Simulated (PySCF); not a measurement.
NICS in isomers of C7H12NP.

NICS is the negative of the GIAO shielding at a point without a nucleus: at the ring centre (0) and 1 Å above and below it (1); zz is the component along the ring normal. Level: GIAO PBE0/pcSseg-1 (PySCF, non-relativistic, gas phase) on the GFN2-xTB geometries, one conformer each. Atom numbers follow the mapped SMILES.

Question: Order these rings by mean NICS(1)zz, lowest (most negative) first (ppm).
A. ring P4–C5–C6–C7–C8–C9 in `[N:1]#[C:2][CH2:3][P:4]1[CH2:5][CH2:6][CH2:7][CH2:8][CH2:9]1`
B. ring N5–C6–C7–C8–C9 in `[CH3:1][CH2:2][P:3]([CH3:4])[n:5]1[cH:6][cH:7][cH:8][cH:9]1`
C. ring N5–C6–C7–C8–C9 in `[CH2:1]=[CH:2]/[CH:3]=[P:4]\[N:5]1[CH2:6][CH2:7][CH2:8][CH2:9]1`
D. ring C3–C4–P5–C6–N7 in `[CH3:1][CH2:2][c:3]1[cH:4][p:5][cH:6][n:7]1[CH2:8][CH3:9]`
E. ring P3–C5–C6–C7–C8–C9 in `[CH3:1][N:2]=[P:3]1([CH3:4])[CH:5]=[CH:6][CH2:7][CH:8]=[CH:9]1`
F. ring C7–C8–C9 in `[CH3:1][CH2:2][P:3]([CH2:4][C:5]#[N:6])[CH:7]1[CH2:8][CH2:9]1`

Answer: B (-28.7), D (-27.0), F (-23.2), C (-4.4), E (-0.9), A (3.5).

```json
{"SMILES": "CCP(C)n1cccc1", "ring": "5-membered ring with N; formal bonds all aromatic", "NICS(0)": "-12.6", "NICS(1)": "-10.6", "NICS(1)zz": "-28.7", "HOMA": "0.85", "rms pucker (Å)": "0.00", "ring atoms with four or more neighbours": "0"}
{"SMILES": "CCc1cpcn1CC", "ring": "5-membered ring with N and P; formal bonds all aromatic", "NICS(0)": "-12.6", "NICS(1)": "-11.0", "NICS(1)zz": "-27.0", "HOMA": "0.87", "rms pucker (Å)": "0.00", "ring atoms with four or more neighbours": "0"}
{"SMILES": "CCP(CC#N)C1CC1", "ring": "3-membered carbocycle; formal bonds all single", "NICS(0)": "-44.4", "NICS(1)": "-8.8", "NICS(1)zz": "-23.2", "HOMA": "–", "rms pucker (Å)": "0.00", "ring atoms with four or more neighbours": "3"}
{"SMILES": "C=C/C=P\\N1CCCC1", "ring": "5-membered ring with N; formal bonds all single", "NICS(0)": "-7.2", "NICS(1)": "-3.6", "NICS(1)zz": "-4.4", "HOMA": "–", "rms pucker (Å)": "0.17", "ring atoms with four or more neighbours": "4"}
{"SMILES": "CN=P1(C)C=CCC=C1", "ring": "6-membered ring with P; formal bonds 2 double, 4 single", "NICS(0)": "-0.1", "NICS(1)": "-2.1", "NICS(1)zz": "-0.9", "HOMA": "–", "rms pucker (Å)": "0.13", "ring atoms with four or more neighbours": "2"}
{"SMILES": "N#CCP1CCCCC1", "ring": "6-membered ring with P; formal bonds all single", "NICS(0)": "-3.3", "NICS(1)": "-2.7", "NICS(1)zz": "3.5", "HOMA": "–", "rms pucker (Å)": "0.29", "ring atoms with four or more neighbours": "5"}
```

NICS(0) gives another order. The isotropic NICS(1) gives another order. HOMA uses Krygowski's 1993 parameters; it is left out where a ring has a four-coordinate atom, a triple bond, no multiple bond or a kind of bond without parameters. NICS(1) and NICS(1)zz are means over the two faces.
